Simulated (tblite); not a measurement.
C3H12BNOSi.
Bonds: C1–Si2, Si2–C3, Si2–C4, Si2–O5, O5–B6, B6–N7. Hydrogens: H8, H9, H10 on C1; H11, H12, H13 on C3; H14, H15, H16 on C4; H17 on B6; H18, H19 on N7.

Computed with GFN2-xTB (tblite), gas phase: Langevin dynamics at 300 K from the optimised GFN2-xTB geometry, time step 0.5 fs, friction 0.01 fs⁻¹, 2000 steps.

Start geometry:
```
atom  x, y, z in Å
C1     -1.248    1.235   -1.391
Si2    -0.550   -0.075   -0.195
C3      0.532   -1.316   -1.172
C4     -1.957   -1.019    0.676
O5      0.267    0.709    0.961
B6      1.392    1.067    1.597
N7      2.643    0.616    1.174
H8     -1.874    1.949   -0.865
H9     -1.856    0.775   -2.164
H10    -0.458    1.794   -1.883
H11    -0.049   -1.857   -1.913
H12     1.339   -0.815   -1.702
H13     0.980   -2.054   -0.512
H14    -1.577   -1.808    1.319
H15    -2.626   -1.477   -0.045
H16    -2.551   -0.353    1.296
H17     1.320    1.776    2.532
H18     2.752    0.007    0.381
H19     3.510    0.857    1.617
```

The statistics below take the 31 frames saved every 25 fs from 250 to 1000 fs; their kinetic temperature (all 3N coordinates) averages 325 K.

**Question.** Give the mean, spread and extremes of the bond lengths.

**Answer.** 
| bond | start (Å) | mean (Å) | standard deviation (Å) | shortest (Å) | longest (Å) |
| --- | --- | --- | --- | --- | --- |
| C1–Si2 | 1.906 | 1.922 | 0.035 | 1.846 | 1.990 |
| Si2–C3 | 1.915 | 1.923 | 0.042 | 1.862 | 1.993 |
| Si2–C4 | 1.905 | 1.919 | 0.031 | 1.868 | 2.017 |
| Si2–O5 | 1.618 | 1.622 | 0.028 | 1.556 | 1.670 |
| O5–B6 | 1.342 | 1.348 | 0.027 | 1.295 | 1.397 |
| B6–N7 | 1.395 | 1.397 | 0.024 | 1.359 | 1.456 |
| C1–H8 | 1.086 | 1.094 | 0.027 | 1.044 | 1.155 |
| C1–H9 | 1.085 | 1.090 | 0.033 | 1.036 | 1.157 |
| C1–H10 | 1.086 | 1.090 | 0.027 | 1.044 | 1.151 |
| C3–H11 | 1.086 | 1.093 | 0.030 | 1.040 | 1.147 |
| C3–H12 | 1.087 | 1.093 | 0.042 | 1.002 | 1.183 |
| C3–H13 | 1.087 | 1.087 | 0.027 | 1.034 | 1.156 |
| C4–H14 | 1.086 | 1.088 | 0.024 | 1.055 | 1.138 |
| C4–H15 | 1.085 | 1.087 | 0.021 | 1.044 | 1.135 |
| C4–H16 | 1.086 | 1.093 | 0.035 | 1.031 | 1.153 |
| B6–H17 | 1.176 | 1.185 | 0.040 | 1.085 | 1.281 |
| N7–H18 | 1.006 | 1.009 | 0.018 | 0.982 | 1.052 |
| N7–H19 | 1.004 | 1.008 | 0.025 | 0.959 | 1.065 |

**Question.** Give the same statistics for bond angles, one of each kind among heavy atoms.

**Answer.** 
```json
{"angle": "C1–Si2–C3", "start (°)": "109.4", "mean (°)": "109.3", "standard deviation (°)": "6.5", "smallest (°)": "96.5", "largest (°)": "121.8"}
{"angle": "C1–Si2–C4", "start (°)": "110.9", "mean (°)": "113.4", "standard deviation (°)": "6.8", "smallest (°)": "100.4", "largest (°)": "126.4"}
{"angle": "C1–Si2–O5", "start (°)": "107.5", "mean (°)": "107.3", "standard deviation (°)": "5.3", "smallest (°)": "97.3", "largest (°)": "117.8"}
{"angle": "C3–Si2–O5", "start (°)": "113.2", "mean (°)": "110.2", "standard deviation (°)": "7.2", "smallest (°)": "98.0", "largest (°)": "123.9"}
{"angle": "Si2–O5–B6", "start (°)": "153.1", "mean (°)": "154.5", "standard deviation (°)": "10.9", "smallest (°)": "130.5", "largest (°)": "179.5"}
{"angle": "O5–B6–N7", "start (°)": "121.4", "mean (°)": "120.2", "standard deviation (°)": "4.9", "smallest (°)": "110.3", "largest (°)": "130.9"}
```

**Question.** How far does each atom move about its mean position (frames aligned on the start, all atoms weighted alike), and what rms force does it feel?

**Answer.** 
```csv
atom,rms displacement (Å),rms force (eV/Å)
C1,0.23,1.82
Si2,0.14,1.72
C3,0.26,2.14
C4,0.16,1.56
O5,0.39,1.55
B6,0.25,1.63
N7,0.25,1.77
H8,0.87,0.97
H9,1.03,1.14
H10,1.15,0.92
H11,0.70,1.00
H12,0.82,1.46
H13,1.04,0.98
H14,0.56,0.85
H15,0.55,0.77
H16,0.50,1.18
H17,0.64,1.01
H18,0.57,0.89
H19,0.42,1.12
```

The displacements run from 0.14 to 1.15 Å, the largest at H10.

**Question.** How widely does the potential energy scatter, against a harmonic estimate?

**Answer.** Mean 0.72 eV above the start, standard deviation 0.155 eV, range 0.40 to 0.99 eV. For 51 classical harmonic modes at 300 K the canonical values are 51kT/2 = 0.66 eV and kT·√(51/2) = 0.131 eV.

The run is classical and short, so these are rough statistics of one trajectory.

The cost below is that of the whole dynamics run. Cost: about 50 s of CPU time on one thread; the machine was shared, so the figure is rough.
